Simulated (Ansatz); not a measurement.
One change: `NC(O)=[Se]` becomes `BC(O)=[Se]`.

Ansatz, PBE0-D4/def2-TZVP geometries, multiplicity 1. Each molecule was computed in one conformer, which needn't be the lowest.

Scalar relativity is left out up to krypton.

```
                                          property  `NC(O)=[Se]`
             HOMO–LUMO gap (B3LYP/def2-TZVPP) / eV          5.11
           HOMO–LUMO gap (ωB97M-V/def2-TZVPP) / eV          9.85
size of the dipole moment (ωB97M-V/def2-TZVPP) / D          3.77
             HOMO energy (ωB97M-V/def2-TZVPP) / eV         -8.27
    zero-point energy (PBE0-D4/def2-TZVP) / kJ/mol         128.4
               HOMO–LUMO gap (PBE/def2-TZVPP) / eV          3.54
```

(1) Give the same properties after the change, and the shifts. (Estimate.)

## Answers

(1) Ansatz gave: 
```
                                          property  `BC(O)=[Se]`  shift
             HOMO–LUMO gap (B3LYP/def2-TZVPP) / eV          4.96  -0.15
           HOMO–LUMO gap (ωB97M-V/def2-TZVPP) / eV          9.55  -0.30
size of the dipole moment (ωB97M-V/def2-TZVPP) / D          2.68  -1.09
             HOMO energy (ωB97M-V/def2-TZVPP) / eV         -9.40  -1.13
    zero-point energy (PBE0-D4/def2-TZVP) / kJ/mol         110.5  -17.9
               HOMO–LUMO gap (PBE/def2-TZVPP) / eV          3.42  -0.12
```

With PBE0 the HOMO falls by 1.21 eV and the LUMO falls by 1.41 eV, so the gap narrows by about 0.20 eV. PBE moves the HOMO by -1.26 eV and ωB97M-V by -1.13 eV. Dipoles are sizes alone; their direction can turn.

B3LYP here is the variant with VWN-RPA as its local correlation; programs differ in this.

Spin–orbit coupling is left out; it splits and shifts lone-pair levels of the heavy atoms by tenths of an eV.
